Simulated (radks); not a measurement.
Q: Neutral manganese, [Ar] 3d5 4s2. Calculated with a radial shooting solver on a logarithmic mesh with Libxc functionals: non-relativistic Kohn-Sham, exchange-only LDA, spin-polarised, spherical densities, point nucleus. Every spin shell is full or empty, so the densities are truly spherical. Functionals are evaluated on that one density, not self-consistently. Rank these exchange functionals by their error against the exact value of the orbitals, and give that value: LDA, PBE, PBEsol, PW91, PW86, WC, EV93, SCAN, TASK, MVS.

A: Exact: -50.7652 hartree. From best to worst, with 100 (|E| - |E exact|)/|E exact| (equal figures are ties): MVS +0.03, PW91 +0.21, PBE -0.23, SCAN +0.42, PW86 +0.52, EV93 +0.71, WC -1.00, TASK -2.71, PBEsol -2.73, LDA -6.39.
